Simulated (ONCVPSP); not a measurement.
## As (Z = 33), ONCV: configuration errors across variants

```
Element                 : arsenic (As)
Generator               : ONCVPSP 4.0.1
Type                    : optimised norm-conserving Vanderbilt (ONCV)
Functional              : LDA (Perdew-Wang 92)
Relativity              : scalar-relativistic
Frozen core             : [Ar]
Valence charge          : 15
Reference configuration : 3d10 4s2 4p3
Partial waves           : 4s: rc 1.70 bohr, ncon 4, nbas 7, qcut 3.8 1/bohr, 1 projector; 4p: rc 2.00 bohr, ncon 5, nbas 8, qcut 3.5 1/bohr, 3 projectors, debl 3.8 Ha; 3d: rc 0.95 bohr, ncon 5, nbas 9, qcut 15.1 1/bohr, 1 projector
Local potential         : polynomial inside 0.90 bohr (lpopt 5, dvloc0 -1 Ha)
Core correction         : Teter function, fcfact 4, rcfact 1.75
```

All-electron excitation energies from the reference (eV): (1) 3d10 4s2 4p2 9.320; (2) 3d10 4s2 4p1 27.477; (3) 3d10 4s2 4p0 55.513; (4) 3d9 4s2 4p3 51.096.

A true bound ghost makes a file unfit for plane-wave use even where its test errors are small: the radial tests pick states by their node count and pass the ghost by.

Errors AE − PS in meV (a dash: test not solved or not reliable):

```json
{"change": "base", "(1)": "-0.8", "(2)": "+0.4", "(3)": "+10.0", "(4)": "-498", "bound ghosts": "s", "GHOST(+) flags above zero": "p"}
{"change": "d: ncon 4, nbas 8", "(1)": "-0.8", "(2)": "+0.4", "(3)": "+10", "(4)": "-476", "bound ghosts": "s", "GHOST(+) flags above zero": "p"}
{"change": "d: nproj 3", "(1)": "-0.8", "(2)": "+0.4", "(3)": "+10", "(4)": "-441", "bound ghosts": "s", "GHOST(+) flags above zero": "p, d"}
```

Question: Give the same row for: all radii but the core radius scaled by about 1.12 (s 1.90, p 2.24, d 1.06 bohr); local potential polynomial inside 1.02 bohr (lpopt 5, dvloc0 -1 Ha).

Answer: -1.3, -3.6, -6.2, -473; bound ghosts: s; GHOST(+) flags above zero: p.
